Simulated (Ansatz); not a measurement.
Program: Ansatz. Geometries: PBE0-D4/def2-TZVP. ΔE: electronic, gas phase. CCSD(T)/CBS is the MP2 limit (def2-TZVPP, def2-QZVPP) plus CCSD(T) − MP2 in def2-TZVPP, frozen cores. DFT in def2-TZVPP. One conformer a species, not always the lowest.

`O[SiH](O)O[Si](O)(F)F` + `O[Si](F)(F)F` → `O[SiH](O)O[Si](F)(F)F` + `O[Si](O)(F)F`  (ligand exchange at the Si–O bond)

| species | PBE energy (Eh) |
| --- | --- |
| `O[SiH](O)O[Si](O)(F)F` | -1081.83399 |
| `O[Si](F)(F)F` | -664.78321 |
| `O[SiH](O)O[Si](F)(F)F` | -1105.85905 |
| `O[Si](O)(F)F` | -640.75630 |

Problem. Work out ΔE.

Solution. ΔE = (-1105.85905) + (-640.75630) − (-1081.83399) − (-664.78321) = 0.00185 Eh = +4.9 kJ/mol. CCSD(T)/CBS gives +5.0 kJ/mol.

Largest T1 diagnostic among the species: 0.012.

In def2-TZVPP, CCSD(T) changes the Hartree–Fock value by +6.3 kJ/mol (the triples alone add +1.2 kJ/mol) and MP2 by +6.3 kJ/mol.
